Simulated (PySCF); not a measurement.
Two-component Hartree-Fock for Mn⁺ (manganese, charge +1)

Start: [Ar] 3d5 4s1; 3d5/2 filled at m_j = -3/2, -1/2, +1/2, +3/2, +5/2; 4s1/2 filled at m_j = +1/2. Calculated with PySCF 2.14 in x2c-TZVPall-2c with one added diffuse shell each of s, p, d type (7s8p5d1f, 63 functions): generalised Hartree-Fock with the X2C-1e Hamiltonian and a Gaussian nucleus; one run each with spin-orbit coupling (SO) switched off, then screened by Boettger's factors. This is a chosen level, not necessarily the ground level.

| spinor shell | electrons | ε, spin-free (eV) | ε, screened SO (eV) | weight of nominal j (screened SO) | rms radius, screened SO (bohr) |
| --- | --- | --- | --- | --- | --- |
| 1s1/2 | 2 | -6606.5 | -6606.4 | 1.000 | 0.0703 |
| 2s1/2 | 2 | -811.47 | -811.46 | 1.000 | 0.302 |
| 2p1/2 | 2 | -685.07 | -692.53 | 0.978 | 0.271 |
| 2p3/2 | 4 | -685.07 | -681.41 | 0.989 | 0.274 |
| 3s1/2 | 2 | -113.57 | -113.57 | 1.000 | 0.915 |
| 3p1/2 | 2 | -75.756 | -76.219 | 0.664 | 0.984 |
| 3d5/2 | 5 | -25.146 | -25.146 | 0.593 | 1.28 |
| 4s1/2 | 1 | -14.974 | -14.974 | 1.000 | 3.07 |

**Question.** Where does 3p3/2 lie, and what is the 3p spin-orbit splitting (screened SO)?

**Answer.** At -75.534 eV, 0.685 eV above 3p1/2.

```
   quantity    spin-free  screened SO
E (hartree)  -1157.14487  -1157.16022
        M_J            3            3
       ⟨J²⟩       12.000       12.000
       ⟨L²⟩        0.000        0.001
       ⟨S²⟩       12.000       11.999
```

Each row is a mean over spinors that exchange with the open shell spreads, by up to 14.092 eV (3p3/2).

Rows whose weight is well below 1 are mixtures of j = l ± 1/2: exchange outweighs spin-orbit coupling there, and the label is only the starting occupation.

Without spin-orbit coupling the j labels of p, d and f shells carry no meaning; the spin-free column gives the mean over the occupied spinors of each nl shell.
